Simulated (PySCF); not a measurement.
C3H8AlNO.
SMILES: `OCCC#[N+][AlH3-]`

Torsions of this conformer, `[OH:1][CH2:2][CH2:3][C:4]#[N+:5][AlH3-:6]`: O1–C2–C3–C4 56°, H–O1–C2–C3 -85°.

The closed-shell ground state was solved at several levels (PySCF, density fitting, gas phase, non-relativistic). One conformer (not necessarily the lowest) at the PBE0-D3(BJ)/def2-SVP geometry, without solvent, vibrations or thermal averaging.

```tsv
level	basis functions	HOMO (eV)	LUMO (eV)	gap (eV)	dipole (D)
PBE0/aug-cc-pVDZ	214	-7.55	-1.34	6.21	6.45
PBE0/6-31G	74	-7.66	-1.22	6.44	6.38
PBE0/cc-pVTZ	296	-7.54	-1.27	6.27	6.48
PBE0/def2-TZVP	240	-7.55	-1.31	6.24	6.49
PBE0/def2-SVP	128	-7.53	-1.27	6.26	6.48
PBE0/6-311+G(2d,p)	218	-7.56	-1.37	6.19	6.49
BHandHLYP/pcSseg-1	149	-8.75	-0.19	8.56	6.79
PBE0/pcSseg-0	74	-7.81	-1.56	6.25	6.78
PBE0/STO-3G	42	-4.72	1.52	6.24	5.31
wB97X-D/pcSseg-1	149	-9.48	0.47	9.95	6.70
B97-2/pcSseg-1	149	-7.34	-1.42	5.92	6.59
PBE0/pcSseg-1	149	-7.58	-1.35	6.23	6.58
LC-wPBE/pcSseg-1	149	-10.37	1.01	11.38	6.78
```

Estimate the row for CAM-B3LYP/pcSseg-1, a basis of 149 functions; the other rows only guide the guess.

HOMO -8.96 eV, LUMO -0.18 eV, gap 8.78 eV, dipole 6.66 D.

Over all these levels, which gives the widest orbital gap and which the narrowest?

LC-wPBE/pcSseg-1 (range-separated hybrid) has the widest, 11.38 eV, and B97-2/pcSseg-1 (global hybrid, 21 % exact exchange) the narrowest, 5.92 eV. The two share the basis. From the narrowest to the widest the HOMO moves by -3.03 eV and the LUMO by +2.43 eV.

How much does the basis alone move the frontier levels among the 9 PBE0 rows?

The HOMO by 3.09 eV and the LUMO by 3.08 eV. By rising basis size (HOMO, LUMO in eV): STO-3G -4.72, 1.52; 6-31G -7.66, -1.22; pcSseg-0 -7.81, -1.56; def2-SVP -7.53, -1.27; pcSseg-1 -7.58, -1.35; aug-cc-pVDZ -7.55, -1.34; 6-311+G(2d,p) -7.56, -1.37; def2-TZVP -7.55, -1.31; cc-pVTZ -7.54, -1.27.

In the pcSseg-1 basis, how does the gap go with the fixed share of exact exchange?

B97-2 (21 %) 5.92 eV; PBE0 (25 %) 6.23 eV; BHandHLYP (50 %) 8.56 eV. Each rise in the share widens the gap here.

How far do the dipole and the HOMO energy spread over the levels?

The dipole runs from 5.31 to 6.79 D (mean 6.50 D) and the HOMO from -10.37 to -4.72 eV.
